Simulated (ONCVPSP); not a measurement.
## Pseudopotential generation for Se: ONCV, PBE, scalar-relativistic.

```json
{
 "Element": "selenium",
 "Generator": "ONCVPSP 4.0.1",
 "Type": "optimised norm-conserving Vanderbilt (ONCV)",
 "Functional": "PBE",
 "Relativity": "scalar-relativistic",
 "Frozen core": "[Ar] 3d10",
 "Valence charge": "6",
 "Reference configuration": "4s1.75 4p4.25",
 "Partial waves": "4s: rc 1.40 bohr, ncon 3, nbas 7, qcut 4.8 1/bohr, 1 projector; 4p: rc 1.65 bohr, ncon 4, nbas 7, qcut 5 1/bohr, 2 projectors, debl 0.7 Ha; d scattering state at 0.05 Ha: rc 1.60 bohr, ncon 4, nbas 8, qcut 6.9 1/bohr, 2 projectors, debl 1 Ha",
 "Local potential": "polynomial inside 1.15 bohr (lpopt 5, dvloc0 3 Ha)",
 "Core correction": "none"
}
```

Poles of the logarithmic derivatives, all-electron (AE) and pseudo (PS). Narrow ghost or core levels that the grid stepped over were put in at their known energies. s: poles at 3.9 (AE) and 0.9, 4.5 (PS) Ha. p: poles at 2.7 (AE) and 2.6 (PS) Ha. d: poles at -2.0, -1.9, 4.5 (AE) and -1.4 (PS) Ha. Test radii: s 1.42, p 1.67, d 1.62 bohr.

* Cutoffs needed: 11 Ha and 34 Ha (the cutoffs (Ha) at which the residual kinetic energy of the hardest occupied pseudo-wave falls to 1 and 0.1 mHa per electron) The cutoffs count occupied waves only; projector 2 of the d channel, the hardest unoccupied one, needs 82 Ha at the loose tolerance.
* Ghost test: ghosts flagged at negative energy: d at -38.9 eV; GHOST(+) flagged for s at 29.6 eV; a true bound ghost makes a file unfit for plane-wave use
* Largest excitation error: -21 meV (all-electron minus pseudo) for 4s2 4p0, out of 4 test configurations
